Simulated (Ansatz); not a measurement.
Geometry optimisation, RKS B3LYP-D4/def2-SVP in Ansatz.

Input file:

```yaml
crystal:
  periodic: [false, false, false]
  atoms:
    - { symbol: Si, position_ang: [-0.525513, 2.8e-05, -0.42051] }
    - { symbol: H, position_ang: [0.131529, 4.3e-05, 2.177586] }
    - { symbol: F, position_ang: [0.89669, 6.0e-05, 0.304303] }
    - { symbol: F, position_ang: [-0.578012, 1.303827, -1.339242] }
    - { symbol: F, position_ang: [-0.578024, -1.303864, -1.339105] }
    - { symbol: Cl, position_ang: [-2.206899, 4.7e-05, 0.817748] }
    - { symbol: H, position_ang: [-0.398271, -0.000142, 2.65852] }
basis:
  gaussian: { orbitals: def2-SVP }
hamiltonian:
  xc: b3lyp
  dispersion: d4
relax:
  f_tol: 0.03
  max_steps: 50
output:
  orbitals: {}
```

Run as:

```bash
$ ansatz run input.yaml --threads 2 --pin off --max-ram 3072MiB --backend cpu --events-out ev --progress --plain --runs-dir out
```

Q: Where does it end, and by what steps?

A: The forces met the threshold. The force dipped under the threshold on the way, but the program's further checks kept it going. After 14 steps the energy has fallen by 0.375 eV; H7 moved furthest, 0.94 Å.

```json
{"step": "0", "energy less start (eV)": "0.0000", "largest force component (eV/Å)": "1.391", "accepted": "yes"}
{"step": "1", "energy less start (eV)": "-0.2437", "largest force component (eV/Å)": "0.282", "accepted": "yes"}
{"step": "2", "energy less start (eV)": "-0.3219", "largest force component (eV/Å)": "0.207", "accepted": "yes"}
{"step": "3", "energy less start (eV)": "-0.3499", "largest force component (eV/Å)": "0.264", "accepted": "yes"}
{"step": "4", "energy less start (eV)": "-0.3620", "largest force component (eV/Å)": "0.064", "accepted": "yes"}
{"step": "5", "energy less start (eV)": "-0.3656", "largest force component (eV/Å)": "0.253", "accepted": "yes"}
{"step": "6", "energy less start (eV)": "-0.3709", "largest force component (eV/Å)": "0.203", "accepted": "yes"}
{"step": "7", "energy less start (eV)": "-0.3725", "largest force component (eV/Å)": "0.085", "accepted": "yes"}
{"step": "8", "energy less start (eV)": "-0.3736", "largest force component (eV/Å)": "0.052", "accepted": "yes"}
{"step": "9", "energy less start (eV)": "-0.3586", "largest force component (eV/Å)": "0.978", "accepted": "no"}
{"step": "10", "energy less start (eV)": "-0.3743", "largest force component (eV/Å)": "0.063", "accepted": "yes"}
{"step": "11", "energy less start (eV)": "-0.3736", "largest force component (eV/Å)": "0.236", "accepted": "no"}
{"step": "12", "energy less start (eV)": "-0.3745", "largest force component (eV/Å)": "0.018", "accepted": "yes"}
{"step": "13", "energy less start (eV)": "-0.3746", "largest force component (eV/Å)": "0.039", "accepted": "yes"}
{"step": "14", "energy less start (eV)": "-0.3746", "largest force component (eV/Å)": "0.016", "accepted": "yes"}
```

```xyz
7
Properties=species:S:1:pos:R:3
Si -0.650 0.000 -0.711
H 0.215 0.000 2.741
F 0.606 0.000 0.278
F -0.557 1.295 -1.638
F -0.557 -1.295 -1.638
Cl -2.373 0.000 0.341
H 0.057 0.000 3.485
```

Whether the end is a true minimum wasn't checked by a vibrational analysis.

The run took 16 s on 2 threads of Intel(R) Xeon(R) 6975P-C (Granite Rapids), on a shared host, peak memory 0.2 GiB.
